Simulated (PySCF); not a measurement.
Species: C4H9Cl2NSe2.
Numbering: `[CH3:1][C:2]([CH3:3])([CH3:4])[N:5]([Se:6][Cl:7])[Se:8][Cl:9]` (hydrogens: H10, H11, H12 on C1; H13, H14, H15 on C3; H16, H17, H18 on C4)

Method: PySCF 2.14.0, PBE0-D3(BJ)/def2-SVP geometry optimisation, gas phase; density fitting, grid level 1; the optimiser is geomeTRIC in internal coordinates, started from a GFN2-xTB structure with every atom displaced at random (about 0.01 Å).

Step 2: E = -161471.3193 eV
```
atom  x, y, z in Å  |  force x, y, z in eV/Å
C1     -1.2623   -2.2039    0.1295    0.028  -0.181   0.028
C2     -0.1019   -1.5233    0.8520   -0.070  -0.340   0.287
C3     -0.2622   -1.6546    2.3648    0.072  -0.077  -0.005
C4     -0.0606   -0.0358    0.5147    0.098   0.168   0.062
N5      1.1711   -2.2067    0.3825    0.018   0.496  -0.164
Se6     1.9495   -3.6963    1.0503   -0.343   0.057   0.570
Cl7     3.3023   -2.9345    2.6485   -0.170  -0.033  -0.145
Se8     1.9949   -1.5211   -1.0609    0.557   0.133  -0.576
Cl9     3.3435    0.0542   -0.2379   -0.127  -0.149  -0.046
H10    -2.2244   -1.7585    0.4209   -0.012   0.046   0.005
H11    -1.1505   -2.1062   -0.9619   -0.015   0.008   0.015
H12    -1.2967   -3.2779    0.3836    0.013   0.093  -0.043
H13     0.5854   -1.1998    2.8963    0.042  -0.008  -0.016
H14    -0.3511   -2.6998    2.6873    0.033  -0.098  -0.023
H15    -1.1831   -1.1310    2.6661    0.059  -0.035   0.006
H16     0.0239    0.1475   -0.5658   -0.072   0.014   0.093
H17    -0.9892    0.4336    0.8683   -0.048  -0.037   0.038
H18     0.7852    0.4613    1.0176   -0.063  -0.059  -0.087
```

Step 3: E = -161471.4141 eV
```
atom  x, y, z in Å  |  force x, y, z in eV/Å
C1     -1.2580   -2.2050    0.1287    0.014  -0.104   0.027
C2     -0.0957   -1.5174    0.8421   -0.008  -0.149   0.043
C3     -0.2287   -1.6700    2.3558    0.049  -0.045   0.003
C4     -0.0810   -0.0248    0.5218    0.102   0.076   0.036
N5      1.1791   -2.1802    0.3495   -0.030   0.254   0.030
Se6     1.8726   -3.6780    1.0961   -0.094   0.095   0.213
Cl7     3.1932   -2.9033    2.7105   -0.119  -0.030  -0.112
Se8     2.0421   -1.5333   -1.1008    0.204   0.084  -0.112
Cl9     3.4010    0.0269   -0.2742   -0.125  -0.128  -0.047
H10    -2.2212   -1.7746    0.4402   -0.003   0.032   0.000
H11    -1.1640   -2.0929   -0.9627   -0.011   0.009   0.010
H12    -1.2750   -3.2810    0.3695    0.008   0.044  -0.023
H13     0.6223   -1.2105    2.8781    0.027  -0.015  -0.014
H14    -0.2977   -2.7212    2.6652    0.017  -0.047  -0.019
H15    -1.1503   -1.1636    2.6800    0.027  -0.006  -0.002
H16    -0.0169    0.1730   -0.5565   -0.034  -0.008   0.012
H17    -1.0119    0.4248    0.8964   -0.017  -0.023   0.008
H18     0.7642    0.4781    1.0162   -0.010  -0.038  -0.054
```

Problem. Estimate the geometry and energy of step 4. (The exact step hangs on the optimiser's Hessian estimate; all steps are aligned on step 3, rigid shifts and turns removed.)

Solution. E = -161471.4272 eV, largest force 0.168 eV/Å
```
atom  x, y, z in Å  |  force x, y, z in eV/Å
C1     -1.2646   -2.2024    0.1310   -0.004  -0.009   0.017
C2     -0.0919   -1.5199    0.8320   -0.009  -0.011  -0.072
C3     -0.1897   -1.6951    2.3451   -0.081   0.073   0.035
C4     -0.0701   -0.0270    0.5150   -0.044   0.040   0.069
N5      1.1740   -2.1693    0.3261   -0.014   0.029   0.092
Se6     1.8261   -3.6536    1.1279    0.139  -0.080  -0.050
Cl7     3.0586   -2.8366    2.7799    0.013  -0.025  -0.016
Se8     2.0591   -1.5327   -1.1153    0.077  -0.017  -0.031
Cl9     3.3638    0.0470   -0.2645    0.000  -0.035  -0.026
H10    -2.2220   -1.7715    0.4605    0.001   0.008  -0.001
H11    -1.1875   -2.0791   -0.9603   -0.006   0.005  -0.001
H12    -1.2782   -3.2796    0.3603    0.004   0.003   0.000
H13     0.6775   -1.2488    2.8520   -0.015  -0.010  -0.009
H14    -0.2530   -2.7531    2.6347   -0.020   0.026  -0.003
H15    -1.1009   -1.1919    2.7002   -0.002   0.014   0.006
H16    -0.0281    0.1674   -0.5651   -0.031  -0.005   0.006
H17    -0.9906    0.4283    0.9082   -0.003   0.009   0.004
H18     0.7915    0.4653    0.9882   -0.006  -0.014  -0.019
```

The energy changes by -0.0132 eV. The first-order estimate −F·Δx gives -0.0411 eV and the mean of the old and new forces, exact on a quadratic surface, -0.0095 eV. The step makes an angle of 72° with the force vector and moves no atom by more than 0.165 Å.

What follows is the cost of the whole optimisation. On Intel Xeon 6975P-C, one thread, no GPU, on a shared host, this took 6.4 min and 1.4 GiB of memory at its peak.
